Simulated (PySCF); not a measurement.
Al(H)(Me)2(NH3), C2H10AlN, singlet (PBE0/def2-SVP optimised geometry):

```
14

Al    -0.204    -0.628     0.000
H     -0.933    -1.843    -0.778
C     -1.136     1.123     0.000
H     -2.217     1.044     0.211
H     -1.056     1.602    -0.992
H     -0.711     1.843     0.722
C      1.780    -0.628     0.000
H      2.165    -0.337    -0.993
H      2.217    -1.619     0.216
H      2.216     0.089     0.718
N     -0.595    -1.280     1.944
H     -0.192    -2.203     2.109
H     -1.600    -1.354     2.110
H     -0.214    -0.648     2.651
```

Method: PBE0/def2-TZVP (PySCF 2.14.0).

Task: What are the frontier orbital energies and the dipole moment?

Result: HOMO-2 -8.83 eV, HOMO-1 -6.98 eV, HOMO -6.92 eV, LUMO -0.14 eV, LUMO+1 1.26 eV; dipole moment 5.11 D.

On the same geometry PySCF 2.14.0 with PBE/def2-TZVP gives HOMO-2 -7.41 eV, HOMO-1 -5.72 eV, HOMO -5.65 eV, LUMO -0.96 eV, LUMO+1 0.53 eV; dipole moment 5.04 D.

Meta-Löwdin charges at PBE0/def2-TZVP: Al1 0.58, H2 -0.20, C3 -0.67, H4 0.11, H5 0.12, H6 0.10, C7 -0.67, H8 0.12, H9 0.11, H10 0.10, N11 -0.49, H12 0.26, H13 0.26, H14 0.26.
